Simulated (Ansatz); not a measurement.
Born–Oppenheimer molecular dynamics of ClH$_{5}$OSi$_{2}$ (9 atoms, charge 0, multiplicity 1). It starts from a relaxed structure.

Level of theory: Ansatz 0.2.0, RHF/def2-SVP.

| Quantity | Value |
| --- | --- |
| ensemble | NVT, Langevin thermostat |
| time step | 0.5 fs |
| steps asked | 100 |
| set temperature | 300 K |
| friction | 0.01 /fs |
| seed | 620691 |

First frame:

```xyz
9
Properties=species:S:1:pos:R:3
Si -0.074 0.023 -0.214
O -0.923 -0.137 1.160
Si -1.390 -0.437 2.711
H -2.443 -1.473 2.704
H -0.235 -0.911 3.501
H -1.923 0.804 3.306
Cl 1.947 -0.172 0.194
H -0.288 1.358 -0.787
H -0.440 -1.037 -1.163
```

(1) How far do the bonds stretch over the last three quarters of this one trajectory? (Pairs bonded in most of those frames.)

## Answers

(1) 
| bond | mean (Å) | spread (Å) | shortest | longest |
| --- | --- | --- | --- | --- |
| Si1–O2 | 1.609 | 0.014 | 1.59 | 1.63 |
| Si1–Cl7 | 2.070 | 0.071 | 1.98 | 2.16 |
| Si1–H8 | 1.466 | 0.018 | 1.43 | 1.50 |
| Si1–H9 | 1.467 | 0.048 | 1.39 | 1.55 |
| O2–Si3 | 1.642 | 0.009 | 1.63 | 1.66 |
| Si3–H4 | 1.479 | 0.021 | 1.43 | 1.53 |
| Si3–H5 | 1.485 | 0.031 | 1.44 | 1.53 |
| Si3–H6 | 1.479 | 0.022 | 1.44 | 1.52 |

Mean temperature of the second half: 163 K. The mean temperature of the second half is 46 % below the set value. A run of 0.05 ps of so small a system gives no equilibrium averages.

Run time: 2.2 min on 1 thread of Arm Neoverse V2 (shared host), peak memory 0.17 GiB.
